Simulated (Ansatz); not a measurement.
`C[O][GeH]([F])[O]C` + `C=CCC=O` → `C=C[CH2][Ge]([F])([O]C)[O]C` + `C=O`  (formal exchange of groups at a Ge–H bond)

Calculated with Ansatz (gas phase, PBE0-D4/def2-TZVP geometries, no zero-point term in ΔE). CCSD(T)/CBS is the MP2 limit (def2-TZVPP, def2-QZVPP) plus CCSD(T) − MP2 in def2-TZVPP, frozen cores. This one scheme is used for every species. DFT in def2-TZVPP. For Ge outer-core shells are correlated without core-valence functions, which leaves a few kJ/mol of doubt a bond. Scalar relativity is left out up to krypton. Each species was taken in one conformer, which may not be the lowest.

`C[O][GeH]([F])[O]C`:

Z-matrix (Å, degrees):
```
C
O 1 1.414
H 1 1.091 2 107.6
H 1 1.094 2 111.8 3 119.2
H 1 1.097 2 111.9 3 -118.6
Ge 2 1.754 1 120.6 3 -177.3
O 6 1.742 2 107.5 1 166.3
F 6 1.738 2 105.6 1 49.4
H 6 1.524 2 116.0 1 -70.3
C 7 1.418 6 120.4 2 -50.1
H 10 1.094 7 111.4 6 -66.6
H 10 1.094 7 111.6 6 55.5
H 10 1.091 7 107.3 6 174.6
```

`C=CCC=O`:

Z-matrix (Å, degrees):
```
C
C 1 1.495
C 1 1.507 2 111.8
H 1 1.091 2 112.2 3 -122.8
H 1 1.100 2 109.4 3 117.2
C 2 1.325 1 124.3 3 119.4
H 2 1.088 1 116.4 3 -59.9
O 3 1.198 1 124.5 2 -131.9
H 3 1.113 1 114.9 2 48.4
H 6 1.084 2 121.4 1 -179.7
H 6 1.085 2 121.5 1 0.6
```

`C=C[CH2][Ge]([F])([O]C)[O]C`:

Z-matrix (Å, degrees):
```
C
C 1 1.489
Ge 1 1.940 2 111.7
H 1 1.092 2 111.9 3 -120.6
H 1 1.094 2 111.9 3 118.0
C 2 1.326 1 124.7 3 110.5
H 2 1.087 1 116.0 3 -68.2
F 3 1.743 1 108.5 2 -175.4
O 3 1.748 1 110.1 2 65.5
O 3 1.757 1 116.9 2 -56.4
H 6 1.086 2 121.6 1 1.2
H 6 1.083 2 121.3 1 -179.0
C 9 1.416 3 120.8 1 -174.4
C 10 1.412 3 120.4 1 -62.2
H 13 1.092 9 107.5 3 174.2
H 13 1.094 9 111.7 3 55.0
H 13 1.095 9 111.4 3 -67.0
H 14 1.095 10 111.9 3 -56.6
H 14 1.097 10 111.8 3 65.8
H 14 1.092 10 107.7 3 -175.6
```

`C=O`:

Z-matrix (Å, degrees):
```
C
O 1 1.195
H 1 1.109 2 122.0
H 1 1.109 2 122.0 3 -180.0
```

| level | ΔE (kcal/mol) |
| --- | --- |
| ωB97M-V | -2.6 |
| PBE0 | -0.8 |
| MP2/def2-TZVPP | -4.5 |
| SCS-MP2/def2-TZVPP | -3.8 |
| MP2/def2-QZVPP | -4.3 |
| SCS-MP2/def2-QZVPP | -3.5 |
| HF/CBS(def2) | 0.5 |
| CCSD/CBS(def2) | -3.5 |

Question: What does CCSD(T)/CBS give? (An estimate is asked.)

Answer: Ansatz gave: -3.9 kcal/mol. The listed levels differ from it by 1.3, 3.1, -0.6, 0.1, -0.4, 0.4, 4.4, 0.4 kcal/mol.

Largest T1 diagnostic among the species: 0.015.

The D4 term adds −2.4 kcal/mol with B3LYP and −1.5 kcal/mol with PBE0; it sums over pairs of atoms, weighted by their polarisabilities, and B3LYP, whose exchange is more repulsive, gets the larger term. In def2-TZVPP, CCSD(T) changes the Hartree–Fock value by −4.2 kcal/mol (the triples alone add −0.4 kcal/mol) and MP2 by −4.7 kcal/mol.

B3LYP here is the variant with VWN-RPA as its local correlation; programs differ in this.
